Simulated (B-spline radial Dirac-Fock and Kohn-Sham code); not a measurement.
Satellites and hypersatellites of the K lines of Ru

System: neutral ruthenium, configuration 1s2 2s2 2p6 3s2 3p6 3d10 4s2 4p6 4d7 5s1.

Calculated with an atomic code on a B-spline grid, using multi-electron Dirac-Fock with separately optimised hole states, Breit and Lamb-shift corrections added in first order. Each two-hole energy is an average over J within one jj subconfiguration, not an observable level; in light atoms, where LS coupling holds, the j-resolved values are not observed lines, and for a K spectator the Kα1 hypersatellite is nearly forbidden. Correlation energy is missing from these numbers.

Lines without a spectator: Kα2 (K-L2) 19148.8 eV, Kα1 (K-L3) 19277.8 eV, Kβ3 (K-M2) 21630.9 eV, Kβ1 (K-M3) 21653.4 eV. Shifts in eV with one spectator hole (a dash: not computed, or left out as unreliable):

```
spectator hole     Kα2     Kα1     Kβ3     Kβ1
        K (1s)  +493.7  +505.6  +626.9  +629.3
    L2 (2p1/2)   +52.5   +65.6       –  +140.9
    L3 (2p3/2)   +53.6   +53.1  +128.1       –
    M2 (3p1/2)       –   +6.80  +15.47  +19.04
    M3 (3p3/2)   +5.31       –  +16.63  +16.03
    M5 (3d5/2)   -1.91   -0.38       –       –
```

With n spectator holes in 2p, averaged over the 2p shell (energies in eV):

```csv
n,KαLⁿ,step,hypersatellite KαʰLⁿ
0,19234.8,–,19736.4
1,19291.3,+56.5,19794.3
2,19349.0,+57.7,19853.4
3,19407.9,+58.9,19913.6
4,19468.0,+60.1,19975.1
5,19529.3,+61.3,20037.8
```
